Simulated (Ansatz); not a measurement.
Geometry optimisation, UKS BLYP/def2-SVP (Ansatz).

Input:

```yaml
crystal:
  periodic: [false, false, false]
  atoms:
    - { symbol: Ge, position_ang: [0.062415, -5.9e-05, -0.099033] }
    - { symbol: H, position_ang: [-0.563336, -0.001024, 2.582427] }
    - { symbol: Cl, position_ang: [2.138707, -0.000136, -0.88186] }
    - { symbol: Cl, position_ang: [-1.000433, 1.821274, -0.840666] }
    - { symbol: Cl, position_ang: [-1.000862, -1.821098, -0.840911] }
    - { symbol: F, position_ang: [0.365809, 0.001043, 2.682143] }
magnetization:
  spin_polarized: true
  initial_magnetization: 1
basis:
  gaussian: { orbitals: def2-SVP }
hamiltonian:
  xc: blyp
relax:
  f_tol: 0.03
  max_steps: 50
```

Run as:

```bash
$ ansatz run input.yaml --threads 4 --pin off --max-ram 5120MiB --backend cpu --events-out ev --progress --plain --runs-dir out
```

Problem. Where does it end, and by what steps?

Solution. It converged. After 4 steps the energy has fallen by 0.040 eV; H2 moved furthest, 0.46 Å.

| step | energy less start (eV) | largest force component (eV/Å) | accepted |
| --- | --- | --- | --- |
| 0 | 0.0000 | 0.341 | yes |
| 1 | -0.0120 | 1.262 | yes |
| 2 | -0.0236 | 1.145 | yes |
| 3 | -0.0384 | 0.192 | yes |
| 4 | -0.0403 | 0.029 | yes |

```xyz
6
Properties=species:S:1:pos:R:3
Ge 0.092 0.000 -0.194
H -0.576 -0.001 3.043
Cl 2.168 0.000 -1.001
Cl -0.976 1.819 -0.942
Cl -0.976 -1.818 -0.942
F 0.271 0.001 2.638
```

Whether the end is a true minimum wasn't checked by a vibrational analysis.

The run took 11 s on 4 threads of Arm Neoverse V1, with other jobs on the host, peak memory 0.2 GiB.
